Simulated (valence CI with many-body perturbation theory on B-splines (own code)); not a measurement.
## E1 line list for Dy LII

Computed by configuration interaction combined with many-body perturbation theory (CI+MBPT): five valence electrons over a frozen Dirac-Fock core [Ne], a basis of 11 s, 11 p, 10 d, 8 f, 5 g, 2 h functions for each j, with the one-electron correlation potential Σ1, the two-electron term Σ2, the three-electron term Σ3, Breit, model QED; selected CI, second order for the rest, scaled by the run's own slope (own B-spline code, finite nucleus).

No measured spectrum was set against this ion. As an estimate, large intervals hold to a few tenths of a per cent, small ones and those within an open d or f shell to about a per cent. Among the levels kept, up to 3200 cm⁻¹ of a level comes from second order outside the variational space, and about a tenth of that is noise between levels of different J, which matters for small intervals.

Lines 201 to 250 of 572 in falling wavelength, among levels below 7591.9 × 10³ cm⁻¹, chosen from the strongest by gf and those to the six lowest levels. Wavelengths and rates use the calculated energies. Electric multipoles are in the length gauge with retardation, E1 and E2 with the static RPA response of the core. Weak lines are less certain than strong ones. Lines between different terms over intervals too small for the method are left out, as are lines whose strength nearly cancels. The highest levels of a list are the least certain.

Levels are named by their leading jj configuration (3d3/2^4 stands for four electrons in 3d with j = 3/2), which in mixed levels can hold well under half, so a name can repeat and another be missing. Letters in brackets count levels of one name in rising energy.

| λ vac (Å) | Upper | Lower | A (s⁻¹) | S (a.u.) with core polarisation | S without |
| --- | --- | --- | --- | --- | --- |
| 45.72 | (3s 3p1/2 3p3/2^2 3d5/2) J=7/2 [e] | (3s 3p1/2 3p3/2^3) J=5/2 | 2.69e+11 | 1.02e-01 | 1.03e-01 |
| 45.55 | (3s 3p1/2 3p3/2^2 3d5/2) J=3/2 [e] | (3s 3p1/2 3p3/2^3) J=3/2 [b] | 1.53e+11 | 2.86e-02 | 2.90e-02 |
| 45.52 | (3s^2 3p3/2 3d3/2 3d5/2) J=5/2 [c] | (3s^2 3p3/2^2 3d3/2) J=3/2 [a] | 1.77e+11 | 4.93e-02 | 5.00e-02 |
| 45.49 | (3s 3p1/2^2 3d5/2^2) J=3/2 | (3s 3p1/2^2 3p3/2 3d5/2) J=3/2 [a] | 1.02e+11 | 1.90e-02 | 1.93e-02 |
| 45.47 | (3s^2 3p3/2^2 3d5/2) J=3/2 | (3s^2 3p3/2^3) J=3/2 | 4.33e+11 | 8.03e-02 | 8.15e-02 |
| 45.36 | (3s^2 3p1/2 3p3/2 3d5/2) J=3/2 [b] | (3s^2 3p1/2 3p3/2^2) J=5/2 | 4.90e+10 | 9.03e-03 | 9.17e-03 |
| 45.34 | (3s 3p1/2 3p3/2^2 3d5/2) J=3/2 [b] | (3s 3p1/2 3p3/2^3) J=3/2 [a] | 2.86e+11 | 5.27e-02 | 5.35e-02 |
| 45.20 | (3s 3p1/2 3p3/2^2 3d5/2) J=3/2 [e] | (3s 3p1/2 3p3/2^3) J=1/2 | 4.67e+11 | 8.51e-02 | 8.64e-02 |
| 45.18 | (3s^2 3p1/2 3d5/2^2) J=7/2 | (3s^2 3p1/2 3p3/2 3d5/2) J=7/2 [a] | 6.54e+10 | 2.38e-02 | 2.42e-02 |
| 45.17 | (3s^2 3p1/2 3d5/2^2) J=3/2 | (3s^2 3p1/2 3p3/2 3d5/2) J=3/2 [a] | 2.34e+11 | 4.26e-02 | 4.32e-02 |
| 45.14 | (3s 3p1/2 3p3/2^2 3d5/2) J=5/2 [e] | (3s 3p1/2 3p3/2^3) J=5/2 | 2.94e+11 | 8.02e-02 | 8.14e-02 |
| 45.14 | (3s 3p1/2^2 3d5/2^2) J=9/2 | (3s 3p1/2^2 3p3/2 3d5/2) J=9/2 | 6.75e+10 | 3.07e-02 | 3.11e-02 |
| 45.11 | (3s^2 3p3/2 3d3/2 3d5/2) J=5/2 [c] | (3s^2 3p3/2^2 3d3/2) J=5/2 | 1.27e+11 | 3.47e-02 | 3.52e-02 |
| 45.08 | (3s 3p1/2 3p3/2^2 3d3/2) J=5/2 [a] | (3s^2 3p1/2 3p3/2 3d5/2) J=5/2 [a] | 4.31e+10 | 1.17e-02 | 1.19e-02 |
| 45.01 | (3s^2 3p3/2 3d5/2^2) J=1/2 | (3s^2 3p3/2^2 3d5/2) J=1/2 | 4.60e+11 | 4.14e-02 | 4.20e-02 |
| 45.00 | (3s 3p1/2 3p3/2^2 3d5/2) J=5/2 [c] | (3s 3p1/2 3p3/2^3) J=3/2 [a] | 2.85e+11 | 7.69e-02 | 7.81e-02 |
| 44.99 | (3s 3p1/2^2 3d5/2^2) J=7/2 | (3s 3p1/2^2 3p3/2 3d5/2) J=5/2 [a] | 2.34e+10 | 8.42e-03 | 8.55e-03 |
| 44.83 | (3s 3p1/2^2 3d3/2 3d5/2) J=7/2 [b] | (3s 3p1/2^2 3p3/2 3d3/2) J=7/2 | 2.74e+10 | 9.74e-03 | 9.89e-03 |
| 44.81 | (3s^2 3p1/2 3p3/2 3d5/2) J=5/2 [b] | (3s^2 3p1/2 3p3/2^2) J=3/2 | 4.18e+11 | 1.11e-01 | 1.13e-01 |
| 44.75 | (3s^2 3p3/2 3d3/2 3d5/2) J=3/2 [b] | (3s^2 3p3/2^2 3d3/2) J=3/2 [a] | 6.01e+10 | 1.06e-02 | 1.08e-02 |
| 44.70 | (3s^2 3p3/2 3d3/2 3d5/2) J=9/2 [b] | (3s^2 3p3/2^2 3d3/2) J=7/2 | 5.46e+11 | 2.40e-01 | 2.44e-01 |
| 44.66 | (3s^2 3p3/2^2 3d5/2) J=5/2 [b] | (3s^2 3p3/2^3) J=3/2 | 5.86e+11 | 1.54e-01 | 1.57e-01 |
| 44.65 | (3s 3p1/2^2 3p3/2 3d3/2) J=5/2 [a] | (3s^2 3p1/2^2 3d5/2) J=5/2 | 1.50e+08 | 3.97e-05 | 4.04e-05 |
| 44.64 | (3s 3p1/2 3p3/2^2 3d3/2) J=9/2 | (3s^2 3p1/2 3p3/2 3d5/2) J=7/2 [b] | 2.13e+10 | 9.36e-03 | 9.51e-03 |
| 44.57 | (3s 3p1/2^2 3p3/2 3d5/2) J=7/2 [b] | (3s 3p1/2^2 3p3/2^2) J=5/2 | 1.11e+11 | 3.89e-02 | 3.94e-02 |
| 44.53 | (3s^2 3p3/2 3d3/2^2) J=7/2 | (3s 3p1/2 3p3/2^3) J=5/2 | 4.15e+10 | 1.45e-02 | 1.47e-02 |
| 44.44 | (3s 3p1/2^2 3d3/2 3d5/2) J=5/2 [b] | (3s 3p1/2^2 3p3/2 3d3/2) J=5/2 [a] | 5.91e+10 | 1.54e-02 | 1.56e-02 |
| 44.43 | (3s^2 3p3/2 3d5/2^2) J=5/2 | (3s^2 3p3/2^2 3d3/2) J=3/2 [a] | 8.36e+10 | 2.17e-02 | 2.20e-02 |
| 44.41 | (3s^2 3p3/2 3d3/2^2) J=3/2 [a] | (3s 3p1/2 3p3/2^3) J=5/2 | 3.87e+10 | 6.70e-03 | 6.80e-03 |
| 44.35 | (3s^2 3p3/2 3d3/2 3d5/2) J=3/2 [b] | (3s^2 3p3/2^2 3d3/2) J=5/2 | 3.76e+10 | 6.48e-03 | 6.58e-03 |
| 44.34 | (3s^2 3p3/2 3d3/2 3d5/2) J=3/2 [c] | (3s^2 3p3/2^2 3d3/2) J=1/2 | 3.57e+11 | 6.14e-02 | 6.23e-02 |
| 44.34 | (3s 3p1/2^2 3p3/2 3d3/2) J=3/2 [a] | (3s^2 3p1/2^2 3d5/2) J=5/2 | 2.24e+08 | 3.86e-05 | 3.91e-05 |
| 44.18 | (3s^2 3p3/2 3d3/2 3d5/2) J=3/2 [c] | (3s^2 3p3/2^2 3d3/2) J=3/2 [a] | 1.23e+11 | 2.09e-02 | 2.12e-02 |
| 44.04 | (3s^2 3p3/2 3d5/2^2) J=5/2 | (3s^2 3p3/2^2 3d3/2) J=5/2 | 2.55e+10 | 6.45e-03 | 6.55e-03 |
| 43.69 | (3s^2 3p1/2 3p3/2 3d5/2) J=3/2 [b] | (3s^2 3p1/2 3p3/2^2) J=3/2 | 4.07e+08 | 6.71e-05 | 6.80e-05 |
| 43.35 | (3s 3p1/2^2 3p3/2 3d3/2) J=7/2 | (3s^2 3p1/2^2 3d5/2) J=5/2 | 7.17e+09 | 2.31e-03 | 2.35e-03 |
| 43.31 | (3s 3p1/2 3p3/2^2 3d5/2) J=3/2 [d] | (3s 3p1/2 3p3/2^3) J=5/2 | 8.23e+10 | 1.32e-02 | 1.34e-02 |
| 43.24 | (3s^2 3p3/2 3d3/2 3d5/2) J=5/2 [d] | (3s^2 3p3/2^2 3d3/2) J=3/2 [a] | 3.75e+10 | 8.97e-03 | 9.10e-03 |
| 43.21 | (3s^2 3p1/2 3p3/2 3d5/2) J=1/2 | (3s^2 3p1/2 3p3/2^2) J=3/2 | 6.15e+10 | 4.90e-03 | 4.97e-03 |
| 42.91 | (3s^2 3p3/2 3d3/2 3d5/2) J=5/2 [d] | (3s^2 3p3/2^2 3d3/2) J=7/2 | 5.06e+10 | 1.18e-02 | 1.20e-02 |
| 42.88 | (3s 3p1/2^2 3d5/2^2) J=1/2 | (3s 3p1/2^2 3p3/2 3d5/2) J=3/2 [a] | 8.45e+10 | 6.58e-03 | 6.67e-03 |
| 42.86 | (3s 3p1/2 3p3/2^2 3d5/2) J=5/2 [e] | (3s 3p1/2 3p3/2^3) J=3/2 [a] | 9.85e+10 | 2.30e-02 | 2.33e-02 |
| 42.79 | (3s 3p1/2 3p3/2^2 3d3/2) J=7/2 [b] | (3s^2 3p1/2 3p3/2 3d5/2) J=5/2 [b] | 3.43e+10 | 1.06e-02 | 1.08e-02 |
| 42.77 | (3s 3p1/2^2 3p3/2 3d5/2) J=5/2 [b] | (3s 3p1/2^2 3p3/2^2) J=5/2 | 2.74e+10 | 6.35e-03 | 6.45e-03 |
| 42.47 | (3p1/2^2 3p3/2^2 3d3/2) J=7/2 | (3s 3p1/2^2 3p3/2 3d5/2) J=5/2 [b] | 3.06e+10 | 9.25e-03 | 9.39e-03 |
| 42.23 | (3s^2 3p3/2 3d5/2^2) J=9/2 | (3s^2 3p3/2^2 3d3/2) J=7/2 | 2.47e+10 | 9.19e-03 | 9.33e-03 |
| 41.05 | (3s 3p1/2^2 3p3/2 3d3/2) J=3/2 [b] | (3s^2 3p1/2^2 3d5/2) J=5/2 | 4.28e+09 | 5.85e-04 | 5.94e-04 |
| 41.03 | (3s 3p1/2 3p3/2^2 3d5/2) J=7/2 [a] | (3s^2 3p1/2 3p3/2 3d5/2) J=5/2 [b] | 1.03e+11 | 2.81e-02 | 2.85e-02 |
| 40.40 | (3s 3p1/2 3p3/2^2 3d3/2) J=7/2 [c] | (3s^2 3p1/2 3p3/2 3d5/2) J=5/2 [b] | 2.43e+10 | 6.32e-03 | 6.41e-03 |
| 39.52 | (3s 3p1/2^2 3p3/2 3d3/2) J=5/2 [b] | (3s^2 3p1/2^2 3d5/2) J=5/2 | 4.35e+09 | 7.94e-04 | 8.08e-04 |
